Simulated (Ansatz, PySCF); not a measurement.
B(CF3)(H)(OH) (CH2BF3O), SMILES OBC(F)(F)F. Atoms are numbered in the order given.

```xyz
8

B      0.7486    -1.0667     0.0000
C      0.0449     0.3830     0.0000
F      0.3719     1.0999    -1.0809
F      0.3719     1.0999     1.0809
F     -1.3037     0.2622     0.0000
H      1.9465    -1.1761     0.0000
O     -0.0274    -2.1512     0.0000
H     -0.9700    -1.9298     0.0000
```

Geometry: PBE0-D3(BJ)/def2-SVP. The structure was generated by enumeration, and PubChem lists no compound with its InChIKey, so it may never have been made. One conformer was computed; it need not be the lowest.

Two levels are set side by side: PBE-D3(BJ)/def2-SVP (Ansatz, a quantum-chemistry and plane-wave program) and PBE0-D3(BJ)/def2-SVP (Ansatz). Each level has its own optimised geometry; the coordinates shown are those of the second. Frequencies come from the Hessian of PySCF at each geometry. Differences are taken from unrounded values.

| quantity | PBE0-D3(BJ) | PBE-D3(BJ) | PBE-D3(BJ) minus PBE0-D3(BJ) |
|---|---|---|---|
| mean bond length (Å) | 1.306 | 1.320 | 0.013 |
| bond B1–C2 (Å) | 1.611 | 1.614 | 0.003 |
| bond B1–O7 (Å) | 1.333 | 1.345 | 0.012 |
| bond C2–F3 (Å) | 1.338 | 1.356 | 0.018 |
| bond C2–F4 (Å) | 1.338 | 1.356 | 0.018 |
| bond C2–F5 (Å) | 1.354 | 1.376 | 0.022 |
| bond B1–H6 (Å) | 1.203 | 1.211 | 0.008 |
| bond O7–H8 (Å) | 0.968 | 0.981 | 0.013 |
| highest harmonic wavenumber (cm⁻¹) | 3828 | 3638 | -190 |
| mean harmonic wavenumber (cm⁻¹) | 1055 | 1009 | -46 |
| zero-point energy (kcal/mol) | 27.14 | 25.95 | -1.19 |

Exact exchange shortens and stiffens bonds; PBE has none. Differences between two approximate levels are no errors against the true value.
